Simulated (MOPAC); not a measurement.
Input for MOPAC: PM6 on CH7FSi (a complex).

```
PM6 1SCF PRECISE CHARGE=0 THREADS=1
CH7FSi

F      0.46224565 1     0.63421046 1    -0.36073181 1
H      0.76977426 1     0.16002728 1     0.38073523 1
C     -1.20135209 1     0.51991666 1     2.65561657 1
Si     0.29640330 1    -0.53795427 1     3.01895708 1
H     -0.90476012 1     1.52910425 1     2.36631493 1
H     -1.84173093 1     0.59050117 1     3.53665262 1
H     -1.78827683 1     0.09704870 1     1.83900751 1
H      1.17026270 1    -0.63095598 1     1.80877748 1
H     -0.07818112 1    -1.92562533 1     3.37320441 1
H      1.13238887 1     0.03693578 1     4.09693555 1
```

The log:

```
*******************************************************************************
 **                                                                           **
 **                              MOPAC v23.2.5                                **
 **                                                                           **
 *******************************************************************************
 ** MOPAC's Digital Object Identifier: https://doi.org/10.5281/zenodo.6511958 **
 **                                                                           **
 ** Please cite the open-source release paper for use of this MOPAC version:  **
 ** J. E. Moussa and J. J. P. Stewart (2026)                                  **
 ** MOPAC: An open-source semiempirical molecular orbital program             **
 ** J. Open Source Softw., 11(119), 8025, https://doi.org/10.21105/joss.08025 **
 *******************************************************************************

                              PM6 CALCULATION RESULTS

 *******************************************************************************
 *  PM6        - The PM6 Hamiltonian to be used
 *
 *
 *
 *                 CHARGE ON SYSTEM = 0
 *
 *
 *
 *  PRECISE    - TIGHTER CRITERIA TO BE USED
 *  1SCF       - DO 1 SCF AND THEN STOP
 *  THREADS=1  - MULTI-THREADING NOT USED
 *  T=         - A TIME OF 172800.0 SECONDS REQUESTED
 *  DUMP=N     - RESTART FILE WRITTEN EVERY 7200.0 SECONDS REQUESTED
 *******************************************************************************
PM6 1SCF PRECISE CHARGE=0 THREADS=1
 CH7FSi

   ATOM   CHEMICAL          X               Y               Z
  NUMBER   SYMBOL      (ANGSTROMS)     (ANGSTROMS)     (ANGSTROMS)

     1       F          0.46224565  *   0.63421046  *  -0.36073181  *
     2       H          0.76977426  *   0.16002728  *   0.38073523  *
     3       C         -1.20135209  *   0.51991666  *   2.65561657  *
     4      Si          0.29640330  *  -0.53795427  *   3.01895708  *
     5       H         -0.90476012  *   1.52910425  *   2.36631493  *
     6       H         -1.84173093  *   0.59050117  *   3.53665262  *
     7       H         -1.78827683  *   0.09704870  *   1.83900751  *
     8       H          1.17026270  *  -0.63095598  *   1.80877748  *
     9       H         -0.07818112  *  -1.92562533  *   3.37320441  *
    10       H          1.13238887  *   0.03693578  *   4.09693555  *



          CARTESIAN COORDINATES

    NO.       ATOM           X           Y           Z

     1         F          0.4622      0.6342     -0.3607
     2         H          0.7698      0.1600      0.3807
     3         C         -1.2014      0.5199      2.6556
     4        Si          0.2964     -0.5380      3.0190
     5         H         -0.9048      1.5291      2.3663
     6         H         -1.8417      0.5905      3.5367
     7         H         -1.7883      0.0970      1.8390
     8         H          1.1703     -0.6310      1.8088
     9         H         -0.0782     -1.9256      3.3732
    10         H          1.1324      0.0369      4.0969

 General Reference for PM6:
 "Optimization of Parameters for Semiempirical Methods V: Modification of NDDO Approximations
 and Application to 70 Elements", J. J. P. Stewart, J. Mol. Mod., 13, 1173-1213 (2007)
 URL: https://link.springer.com/article/10.1007/s00894-007-0233-4

           Empirical Formula: C H7 F Si  =    10 atoms



      MOLECULAR POINT GROUP   :   Cs


      RHF CALCULATION, NO. OF DOUBLY OCCUPIED LEVELS = 11


 -------------------------------------------------------------------------------
 PM6 1SCF PRECISE CHARGE=0 THREADS=1
 CH7FSi



     1SCF WAS SPECIFIED, SO BFGS WAS NOT USED
     SCF FIELD WAS ACHIEVED


                              PM6 CALCULATION
                                                       MOPAC v23.2.5 Linux




          FINAL HEAT OF FORMATION =        -74.38400 KCAL/MOL =    -311.22266 KJ/MOL


          COSMO AREA              =        119.79 SQUARE ANGSTROMS
          COSMO VOLUME            =        106.94 CUBIC ANGSTROMS

          IONIZATION POTENTIAL    =         11.307444 EV
          HOMO LUMO ENERGIES (EV) =        -11.307  0.349
          NO. OF FILLED LEVELS    =         11
          MOLECULAR WEIGHT        =         66.1502         POINT GROUP:  Cs

          MOLECULAR DIMENSIONS (Angstroms)

            Atom       Atom       Distance
            H     9    F     1     4.55929
            H     6    H     8     3.51704
            H    10    H     7     2.77631


          SCF CALCULATIONS        =          1





   ATOM   CHEMICAL          X               Y               Z
  NUMBER   SYMBOL      (ANGSTROMS)     (ANGSTROMS)     (ANGSTROMS)

     1       F          0.46224565  *   0.63421046  *  -0.36073181  *
     2       H          0.76977426  *   0.16002728  *   0.38073523  *
     3       C         -1.20135209  *   0.51991666  *   2.65561657  *
     4      Si          0.29640330  *  -0.53795427  *   3.01895708  *
     5       H         -0.90476012  *   1.52910425  *   2.36631493  *
     6       H         -1.84173093  *   0.59050117  *   3.53665262  *
     7       H         -1.78827683  *   0.09704870  *   1.83900751  *
     8       H          1.17026270  *  -0.63095598  *   1.80877748  *
     9       H         -0.07818112  *  -1.92562533  *   3.37320441  *
    10       H          1.13238887  *   0.03693578  *   4.09693555  *

                             CARTESIAN COORDINATES

   1    F        0.462245650     0.634210460    -0.360731810
   2    H        0.769774260     0.160027280     0.380735230
   3    C       -1.201352090     0.519916660     2.655616570
   4   Si        0.296403300    -0.537954270     3.018957080
   5    H       -0.904760120     1.529104250     2.366314930
   6    H       -1.841730930     0.590501170     3.536652620
   7    H       -1.788276830     0.097048700     1.839007510
   8    H        1.170262700    -0.630955980     1.808777480
   9    H       -0.078181120    -1.925625330     3.373204410
  10    H        1.132388870     0.036935780     4.096935550


           Empirical Formula: C H7 F Si  =    10 atoms



      MOLECULAR POINT GROUP   :   Cs


                  EIGENVALUES
 -40.56727 -25.21068 -18.52321 -17.05290 -15.56787 -15.56582 -14.19228 -14.16891
 -11.49468 -11.43781 -11.30744   0.34931   0.88266   0.94398   1.60528   1.64563
   2.59732   4.06788   4.38558   4.51850   4.98770   5.72398   5.73547   6.94671


              NET ATOMIC CHARGES AND DIPOLE CONTRIBUTIONS

  ATOM NO.   TYPE          CHARGE      No. of ELECS.   s-Pop       p-Pop       d-Pop
    1          F          -0.298629        7.2986     1.96166     5.33697
    2          H           0.279670        0.7203     0.72033
    3          C          -0.820040        4.8200     1.07911     3.74093
    4         Si           0.275069        3.7249     1.19486     1.92563     0.60444
    5          H           0.204197        0.7958     0.79580
    6          H           0.202090        0.7979     0.79791
    7          H           0.204116        0.7959     0.79588
    8          H          -0.034603        1.0346     1.03460
    9          H          -0.005944        1.0059     1.00594
   10          H          -0.005925        1.0059     1.00592
 DIPOLE           X         Y         Z       TOTAL
 POINT-CHG.     0.842    -1.126     1.601     2.131
 HYBRID        -1.040     0.677    -0.104     1.245
 SUM           -0.198    -0.449     1.497     1.575


          ATOMIC ORBITAL ELECTRON POPULATIONS

     Atom    s        px        py        pz      x^2-y^2     xz        z^2       yz        xy
    1  F   1.96166   1.92750   1.82834   1.58114
    2  H   0.72033
    3  C   1.07911   1.28849   1.24611   1.20632
    4 Si   1.19486   0.58062   0.65732   0.68768   0.13182   0.21073   0.08722   0.06565   0.10902
    5  H   0.79580
    6  H   0.79791
    7  H   0.79588
    8  H   1.03460
    9  H   1.00594
   10  H   1.00592

 **********************
 *                    *
 * JOB ENDED NORMALLY *
 *                    *
 **********************




 == MOPAC DONE ==
```

The run finished.

Cost: roughly 0.020 core-seconds.
